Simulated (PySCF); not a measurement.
An unknown is described by computed data only.

Formula: C6H11BSi.

- Polarisability: 111.7 au [PBE0/def2-SVPD]
- Dipole: 0.54 D [PBE0/def2-SVPD]
- UV, first state: lowest singlet excitation: 4.01 eV (309 nm, f = 0.026) [TDDFT PBE0/def2-SVPD]
- 13C NMR: chemical shifts (computed TMS as zero) by class: 180.4 (1 C), 162.7 (1 C), 153.4 (1 C), 131.8 (1 C), 12.9 (2 C) ppm [GIAO B3LYP/pcSseg-1]
- NMR, other nuclei: isotropic shieldings of nuclei other than C and H, by class: 22 (1 B), 380 (1 Si) ppm [GIAO B3LYP/pcSseg-1]
- Rotational structure: rotational constants A, B, C: 3.432, 1.025, 0.830 GHz [PBE0-D3(BJ)/def2-SVP]

The electronic properties come from PySCF, for the isolated species, density fitting. Levels stand in brackets. Isolated species at its PBE0-D3(BJ)/def2-SVP geometry, gas phase. Each NMR value is the plain mean over a class of atoms that symmetry, rotation or inversion makes alike.

Question: Propose a structure and show how it fits.

Answer: Numbering: `[CH3:1][B:2]([CH3:3])[C:4]1=[CH:5][SiH2:6][CH:7]=[CH:8]1`. 6 carbons fall into 5 classes; from least to most shielded: fully substituted alkene carbon [C4] (180.4 ppm), alkene CH carbon [C8] (162.7 ppm), alkene CH carbon [C5] (153.4 ppm), alkene CH carbon [C7] (131.8 ppm), chain sp3 carbon bound to boron [C1/C3] (12.9 ppm, 2 C). The other shieldings belong to: 22 ppm, three-coordinate boron [B2]; 380 ppm, SiH2 silicon [Si6]. S1 is mainly HOMO→LUMO (weight 0.98); the largest Löwdin shares of the orbital it empties are 0.26 on an alkene CH carbon, 0.24 on an alkene CH carbon, 0.18 on an alkene CH carbon and 0.17 on the fully substituted alkene carbon, of the orbital it fills 0.24 on an alkene CH carbon, 0.19 on the fully substituted alkene carbon, 0.12 on the three-coordinate boron and 0.10 on an alkene CH carbon. The optimised geometry has point group C1 and is an asymmetric top. Structure: `CB(C)C1=C[SiH2]C=C1`. The assignments are read from this structure; whether some other isomer fits the data as well wasn't checked.

The values belong to the conformer `[CH3:1][B:2]([CH3:3])[C:4]1=[CH:5][SiH2:6][CH:7]=[CH:8]1`: C1–B2–C4–C5 147°.
